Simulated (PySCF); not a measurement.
Compound: C5H7BO2.
SMILES: `C/C=C\C#CB(O)O`

A linear-response calculation (PySCF, def2-SVPD basis, gas phase, vertical, core orbitals frozen in the response) gave these numbers; the functional is withheld.

Orbital energies (eV): HOMO-3 -9.15, HOMO-2 -9.13, HOMO-1 -7.63, HOMO -6.74, LUMO -1.52, LUMO+1 -0.15, LUMO+2 0.21.

```json
{"state": "S1", "E (eV)": "4.72", "f": "0.0096", "main configurations (H = HOMO, L = LUMO)": "H-1→L (95%)"}
{"state": "S2", "E (eV)": "4.95", "f": "0.386", "main configurations (H = HOMO, L = LUMO)": "H→L (83%)"}
{"state": "S3", "E (eV)": "5.68", "f": "0.0044", "main configurations (H = HOMO, L = LUMO)": "H→L+2 (50%), H→L+1 (45%)"}
{"state": "S4", "E (eV)": "5.99", "f": "0.0039", "main configurations (H = HOMO, L = LUMO)": "H→L+1 (54%), H→L+2 (40%)"}
{"state": "S5", "E (eV)": "6.63", "f": "0.0033", "main configurations (H = HOMO, L = LUMO)": "H→L+3 (88%)"}
{"state": "S6", "E (eV)": "6.67", "f": "0.164", "main configurations (H = HOMO, L = LUMO)": "H-1→L+1 (80%)"}
```

Triplets (Tamm–Dancoff): T1 3.16 eV, H→L (96%); T2 4.45 eV, H-1→L (94%); T3 5.23 eV, H-2→L (28%), H-3→L (19%), H-1→L+2 (17%); T4 5.43 eV, H→L+2 (36%), H-1→L+2 (23%), H→L+1 (11%).

Vertical ionisation energy by ΔSCF with the same functional: 8.81 eV. Mean static polarisability: 90.5 au.

**Question.** Name the functional.
A. PBE
B. wB97X-D
C. HF
D. B3LYP

**Answer.** D. B3LYP is a global hybrid with 20% exact exchange. In this run −ε(HOMO) = 6.74 eV differs from the ΔSCF value by -2.07 eV, and S1 differs from the orbital gap of 5.22 eV by -0.50 eV. The ratio −ε(HOMO)/IP is 0.77. Small neutral molecules mostly give 0.67 to 0.83 with B3LYP, 0.5 to 0.7 with PBE, 0.89 to 0.99 with wB97X-D; with Hartree–Fock the ratio is 1 or more (Koopmans' value less the relaxation energy is the ΔSCF value).

Method used: TDDFT B3LYP/def2-SVPD, vertical, gas phase, core orbitals frozen in the response in PySCF 2.14.0, density-fitted response routines. Geometry: PBE0-D3(BJ)/def2-SVP, one conformer, isolated molecule.

Shape of the structure used: `[CH3:1]/[CH:2]=[CH:3]\[C:4]#[C:5][B:6]([OH:7])[OH:8]`: H–O7–B6–C5 0°, H–O8–B6–C5 180°.
